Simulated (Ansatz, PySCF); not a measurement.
CH8Si2, triplet, at the geometry of the source list (a higher spin typed on purpose: for a closed-shell molecule this is an excited state). Base run: MP2/6-31G* (PySCF).

The PySCF input:
```python
from pyscf import gto, scf, mp

mol = gto.Mole()
mol.atom = '''
    Si    1.44550000    0.72650000    0.01360000
    C     0.23090000   -0.72850000   -0.12920000
    Si   -1.59710000   -0.24800000    0.07130000
    H     2.82320000    0.25020000   -0.15520000
    H     1.15270000    1.71520000   -1.02630000
    H     1.31490000    1.34820000    1.33300000
    H     0.48530000   -1.47850000    0.62030000
    H     0.36710000   -1.21120000   -1.09740000
    H    -1.96900000    0.71540000   -0.96690000
    H    -1.80660000    0.34830000    1.39230000
    H    -2.44690000   -1.43760000   -0.05530000
'''
mol.basis = '6-31g*'
mol.spin = 2
mol.verbose = 4
mol.build()

mf = scf.UHF(mol)
mf.kernel()

pt = mp.MP2(mf)
pt.kernel()
print('E(MP2) = %.10f' % pt.e_tot)
```

The same geometry, method and basis name were run in Ansatz (a quantum-chemistry and plane-wave program) and PySCF, at each program's defaults and at the settings that a row names. The base is PySCF at its defaults. Differences at the defaults can come from grids, fitting, cores and function types together.

```tsv
code and settings	ΔE vs base (mEh)	basis functions	E (Eh)	SCF cycles	SCF-reference dipole (D)
PySCF, defaults (exact integrals, spherical functions, all electrons correlated)	0.000	66	-620.35171	16	1.97
Ansatz, defaults (factorised integrals, Cartesian functions, frozen core)	15.030	69	-620.33668	-	-
PySCF, frozen core	16.347	66	-620.33536	16	1.97
Ansatz, high accuracy, frozen core, Cartesian functions as the basis file defines them	15.024	69	-620.33668	-	-
```

Open shells are given as the SCF converged; they aren't shown to be the lowest states, and a large step between rows can be another state.
